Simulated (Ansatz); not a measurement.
The cluster Si₃Ge, relaxed as a quintet with UKS r2SCAN-D4/def2-SVP in Ansatz, starting from the r2SCAN-D4/def2-SVP geometry of the neutral singlet. Force threshold 0.02 eV/Å.

At r2SCAN-D4/def2-SVP a singlet of charge 0 lies 2.60 eV below the quintet, each at its own geometry. The structure comes from a short search, and lower isomers may exist.

Start:

Cartesian coordinates in Å:
```
Si 0.182 -0.684 -0.977
Si -1.035 -1.505 0.817
Si -0.197 0.649 0.998
Ge 1.050 1.539 -0.838
```

| step | energy (eV) | largest force component (eV/Å) | SCF passes |
| --- | --- | --- | --- |
| 1 | -80129.5535 | 0.838 | 133 |
| 2 | -80129.8646 | 0.331 | 61 |
| 3 | -80129.9372 | 0.328 | 79 |
| 4 | -80129.9565 | 0.197 | 58 |
| 5 (rejected) | -80129.9524 | 0.206 | 50 |
| 6 | -80129.9605 | 0.036 | 51 |
| 7 | -80129.9606 | 0.005 | 46 |

Force components are those of the run's own axes.

End:

```xyz
4

Si    0.3996   -0.8123   -0.9200
Si   -1.1866   -1.3192    0.6631
Si    0.0032    0.5850    1.1505
Ge    0.7838    1.5464   -0.8935
```

By distances, no bond broke or formed. The bond that changes most is Si1–Si3, from 2.41 to 2.53 Å (atoms count from 1).

No frequencies were taken in this run, so the end may be a saddle point.

It took 76 s on 4 threads of Arm Neoverse N1 on a shared host.
